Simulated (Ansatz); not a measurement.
Reactions of CH$_{7}$BSSi, SMILES `BS[SiH2]C`.

Computed with Ansatz on PBE0-D4/def2-TZVP structures; ΔE is electronic, products minus reactants. CBS: MP2 limit from def2 TZ/QZ plus the TZ coupled-cluster correction, frozen cores. This one scheme is used for every species. DFT in def2-TZVPP. B3LYP here is the variant with VWN-RPA as its local correlation; programs differ in this. Elements past krypton have def2 core potentials. For Sb, Te outer-core shells are correlated without core-valence functions, which leaves a few kJ/mol of doubt a bond. One conformer a species, not always the lowest.

| reaction | MP2/CBS(def2) (kJ/mol) | B3LYP-D4 (kJ/mol) | ωB97X-V (kJ/mol) | HF/CBS(def2) (kJ/mol) |
| --- | --- | --- | --- | --- |
| `BS[SiH2]C` + `S[SiH2]Cl` → `C[SiH2]S[SiH2]Cl` + `BS` | -13 | -12 | -12 | -6 |
| `BS[SiH2]C` + `[SH][SbH2]` → `C[SiH2][S][SbH2]` + `BS` | -16 | -13 | -12 | -8 |
| `BS[SiH2]C` + `C=N` → `C=N[SiH2]C` + `BS` | 17 | 10 | 13 | 4 |
| `BS[SiH2]C` + `CCC(C)(C)C` → `CC(C)C(C)(C)C` + `BS[SiH3]` | 50 | 53 | 50 | 58 |
| `BS[SiH2]C` + HCl → `C[SiH2]Cl` + `BS` | -46 | -49 | -50 | -62 |
| `BS[SiH2]C` + `[SiH3][TeH]` → `C[SiH2][Te][SiH3]` + `BS` | -22 | -15 | -13 | -7 |
| `BS[SiH2]C` + `CSC(O)=S` → `COC(=S)SC` + `BS[SiH3]` | 96 | 86 | 87 | 86 |

Give the CCSD(T)/CBS values in the same order. (Estimate.)

Computed: -12, -14, 16, 49, -47, -17, 92 kJ/mol.

Largest T1 diagnostic: 0.016, for `CSC(O)=S`.
